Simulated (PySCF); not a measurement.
PySCF input for MnF2, SMILES [F][Mn][F] (connectivity only; charge and spin as stated), neutral, multiplicity 6, B3LYP-D3(BJ)/def2-TZVP. Geometry: B3LYP-D3(BJ)/def2-TZVP. The spin state was assumed, not searched. The isomer is the one that the SMILES or the coordinates give; other isomers of the formula were not compared.

```python
import numpy as np
from pyscf import gto, scf, dft, df
from pyscf.hessian import thermo

mol = gto.M(
    atom='''
    Mn    0.00000000    0.00000000    0.00000000
    F     0.00000000    0.00000000   -1.79764127
    F     0.00000000    0.00000000    1.79764127
    ''',
    basis='def2-TZVP',
    charge=0,
    spin=5,
    max_memory=1600,
    verbose=3,
)
mf = dft.UKS(mol, xc='b3lyp').density_fit(auxbasis='def2-universal-jkfit')
mf.disp = 'd3bj'
mf.grids.level = 3
mf.conv_tol = 1e-11
mf.max_cycle = 100
mf.kernel()
fine, coarse = mf.grids, dft.Grids(mol).set(level=1).build(with_non0tab=True)
for _ in range(3):  # follow internal instabilities
    mf.grids = coarse
    mo, _, stable, _ = mf.stability(return_status=True, nroots=4)
    mf.grids = fine
    if stable:
        break
    mf.kernel(mf.make_rdm1(mo, mf.mo_occ))

# [left out here: the lines that compute and print the analytic Hessian (its translational invariance restored by hand, since the grid's response is missing), thermochemistry and intensities]
```

Program output:

```

WARN: HOMO 0.20603665500098 >= LUMO -0.00238811896827684


WARN: HOMO -0.704834530880089 >= LUMO -1.14349719097526


WARN: HOMO -0.763414303036675 >= LUMO -0.818368686223897


WARN: HOMO 0.231572603395717 >= LUMO 0.13848710561052


WARN: HOMO 0.123320642224164 >= LUMO -0.0357197732824019


WARN: HOMO -0.415060805780228 >= LUMO -0.422099045324296

converged SCF energy = -1350.92160140792  <S^2> = 8.7600048  2S+1 = 6.003334
<class 'pyscf.df.df_jk.DFUKS'> wavefunction is stable in the internal stability analysis

WARN: DFTD3 does not support analytical Hessian, using finite difference


WARN: Mole.unit (angstrom) is changed to Bohr

Mode                                 0                   1                   2
Irrep
Freq [cm^-1]                      124.0605            124.0605            576.8071
Reduced mass [au]                  25.9352             25.9352             18.9984
Force const [Dyne/A]                0.2352              0.2352              3.7242
Char temp [K]                     178.4954            178.4955            829.8969
Normal mode                   x     y     z       x     y     z       x     y     z
       0  Mn                -0.07  0.04 -0.00    0.04  0.07 -0.00   -0.00 -0.00  0.00
       1   F                 0.11 -0.06  0.00   -0.06 -0.11 -0.00    0.00  0.00 -0.16
       2   F                 0.11 -0.06  0.00   -0.06 -0.11  0.00    0.00  0.00  0.16
Mode                                 3
Irrep
Freq [cm^-1]                      724.4711
Reduced mass [au]                  25.9352
Force const [Dyne/A]                8.0201
Char temp [K]                    1042.3527
Normal mode                   x     y     z
       0  Mn                 0.00 -0.00 -0.09
       1   F                -0.00  0.00  0.12
       2   F                -0.00  0.00  0.12
temperature 298.1500 [K]
pressure 101325.00 [Pa]
Rotational constants [GHz] inf 4.11589 4.11589
Symmetry number 2
Zero-point energy (ZPE) 0.00353 [Eh]   9267.465 [J/mol]
                           tot       elec      trans        rot        vib
Entropy [J/mol/K]       272.199     14.898    165.266     63.409     28.627
Cv [J/mol/K]             44.728      0.000     12.472      8.314     23.942
Cp [J/mol/K]             53.043      0.000     20.786      8.314     23.942
Internal energy [J/mol]                      3718.434   2478.956  13614.138
Internal energy [Eh]   -1350.91406  -1350.92160
Enthalpy [J/mol]                             6197.391   2478.956  13614.138
Enthalpy [Eh]          -1350.91311
Gibbs free energy [J/mol]                  -43076.744 -16426.321   5079.105
Gibbs free energy [Eh] -1350.94402
mode   freq/cm-1   IR/(km/mol)
   1      124.06        45.149
   2      124.06        45.149
   3      576.81         0.000
   4      724.47       226.753
max |gradient| / (hartree/bohr): 6.9401448951732095e-06
APT charges: [ 1.4419 -0.7209 -0.7209]
```

Self-consistency was reached.

Cost: roughly 110 core-seconds.
